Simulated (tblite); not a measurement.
**Question.** Give a GFN2-xTB geometry of `C=N[C@H]1[SiH2][C@H](C#N)[SiH2]1`.

**Answer.** 
```xyz
16
C4H8N2Si2 angstrom
C      2.9135   -0.2680   -0.4548
N      1.7175   -0.4743   -0.1349
C      0.7142    0.4945   -0.3683
Si    -0.7727   -0.4162   -1.2117
C     -1.5614   -0.5484    0.5521
C     -2.9171   -0.1697    0.6601
N     -4.0096    0.1744    0.7320
Si    -0.2748    0.6998    1.2846
H      3.2685    0.6548   -0.9286
H      3.6447   -1.0367   -0.2556
H      1.1038    1.4045   -0.8519
H     -1.5235    0.4628   -2.1056
H     -0.4522   -1.7004   -1.8247
H     -1.4441   -1.5475    0.9725
H      0.4080    0.2329    2.4858
H     -0.8224    2.0463    1.4376
```

Orientation and origin are arbitrary. Atoms count from 1 in this order. The 4-membered ring C3–Si4–C5–Si8 has internal angles of 87.0° to 91.7°; it is puckered, 0.10 Å rms from its mean plane, widest ring torsion 12°. Of the pairs four or more bonds apart, H9···H11 is among the closest relative to their van der Waals radii: 2.29 Å, 96 % of the sum of Bondi's values. Si4 (SiH2 silicon) has angles from 87.0° to 115.4°. The 3 C–N bonds span 1.148 Å (C6≡N7, drawn triple) to 1.414 Å (N2–C3, drawn single), a spread of 0.266 Å.

Bonds between heavy atoms (Å): C1=N2 1.255, N2–C3 1.414, C3–Si4 1.937, Si4–C5 1.937, C5–C6 1.412, C6≡N7 1.148, C5–Si8 1.936, C3–Si8 1.937.

Computed geometry: GFN2-xTB, gas phase.

Point group: Cs (tolerance 0.08 Å). Its GFN2-xTB frequencies are all real (lowest 24 cm⁻¹). One conformer, not necessarily the lowest (C1–N2–C3–Si4 132°, N2–C3–Si4–C5 96°, C3–Si4–C5–C6 132°, Si4–C5–Si8–C3 -12°, N2–C3–Si8–C5 -96°).
